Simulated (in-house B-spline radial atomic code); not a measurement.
# Fe⁴⁺: [He] 2s2 (2p1/2)1 (2p3/2)3 3s2 3p6 3d6 (with a hole in an inner shell)

Level of theory: Dirac-Kohn-Sham LDA VWN5, spherical fractional occupations, Fermi nucleus of rms radius 3.7377 fm; calculated with a radial B-spline atomic code at the basis-set limit.

Z_r = [3n² - l(l+1)]/(2<r>); Z_e = n√(-2ε); the last column is Slater's effective charge. Values are occupation-weighted means over j.

```json
{"shell": "1s", "electrons": "2", "ε (eV)": "-7186.6", "<r> (bohr)": "0.05847", "Z_r": "25.65", "Z_e": "22.98", "Slater": "25.70"}
{"shell": "2s", "electrons": "2", "ε (eV)": "-950.73", "<r> (bohr)": "0.2608", "Z_r": "23.01", "Z_e": "16.72", "Slater": "22.55"}
{"shell": "2p", "electrons": "4", "ε (eV)": "-841.66", "<r> (bohr)": "0.2279", "Z_r": "21.94", "Z_e": "15.73", "Slater": "22.55"}
{"shell": "3s", "electrons": "2", "ε (eV)": "-160.96", "<r> (bohr)": "0.7652", "Z_r": "17.64", "Z_e": "10.32", "Slater": "16.45"}
{"shell": "3p", "electrons": "6", "ε (eV)": "-127.1", "<r> (bohr)": "0.7845", "Z_r": "15.93", "Z_e": "9.17", "Slater": "16.45"}
{"shell": "3d", "electrons": "6", "ε (eV)": "-71.063", "<r> (bohr)": "0.825", "Z_r": "12.73", "Z_e": "6.86", "Slater": "8.25"}
```

The least bound orbital is 3d5/2 at -70.95 eV, and it is also the most diffuse (<r> = 0.8263 bohr). The part-filled 2p shell lies below the filled 3p shell in orbital energy.

For the 1s electron the small component carries 0.873 % of the norm, the zero-frequency Breit interaction raises the level by 7.884 eV, self-energy by 4.115 eV, and vacuum polarisation lowers it by 0.3507 eV.
